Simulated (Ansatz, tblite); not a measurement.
Isomers of Ti2O4⁻ (doublet), found by a short tight-binding search and relaxed with PBE-D4/def2-SVPD in Ansatz.

The xTB rows come from tblite. Correlated methods freeze 14 core orbitals; core or outer-core shells of Ti are correlated, in sets that lack core-valence functions.

A further structure is left out (at the level of its geometry, ⟨S²⟩ 1.99, where a pure state has 0.75); at PBE0-D4/def2-TZVPD its energy lies 11.43 eV above the lowest shown.

B: At PBE-D4/def2-TZVPD, r2SCAN-D4/def2-TZVPD, B97M-V/def2-TZVPD the highest occupied level of the charge -1 doublet lies above zero (up to 0.28 eV). By energy differences its removal costs 1.93 eV (vertical, to the charge 0 singlet, at PBE-D4/def2-TZVPD); a positive level beside a positive removal energy at the same level points to self-interaction error.

Other spin states were run for one of them alone.

A:

| atom | x (Å) | y (Å) | z (Å) |
| --- | --- | --- | --- |
| Ti1 | 0.5535 | -0.1400 | 1.2682 |
| Ti2 | -0.7076 | 0.7837 | -0.9047 |
| O3 | 1.3859 | -1.4601 | 1.8603 |
| O4 | -1.1670 | -0.2925 | 0.5532 |
| O5 | -1.1277 | 0.3816 | -2.4694 |
| O6 | 1.0629 | 0.7274 | -0.3075 |

B:

Cartesian coordinates in Å:
```
Ti -0.454 -0.616 1.115
Ti 0.454 0.615 -1.115
O 0.145 -0.944 2.642
O 0.473 -1.122 -0.427
O -0.474 1.122 0.427
O -0.143 0.944 -2.642
```

Task: Estimate which lies lowest at each level, and how far above it the others are (eV).

Result: 
```
               level     A     B
            GFN1-xTB  0.06  0.00
            GFN2-xTB  0.36  0.00
       HF/def2-TZVPD  0.15  0.00
   PBE-D4/def2-TZVPD  0.02  0.00
r2SCAN-D4/def2-TZVPD  0.00  0.01
   B97M-V/def2-TZVPD  0.04  0.00
  PBE0-D4/def2-TZVPD  0.00  0.04
 PBE-QIDH/def2-TZVPD  0.00  0.08
      MP2/def2-TZVPD  0.00  0.20
```
Point groups (tolerance 0.1 Å): A C2v, B C2h. A and B have the same bonds, so they are conformers or stereoisomers. Lower isomers may exist.
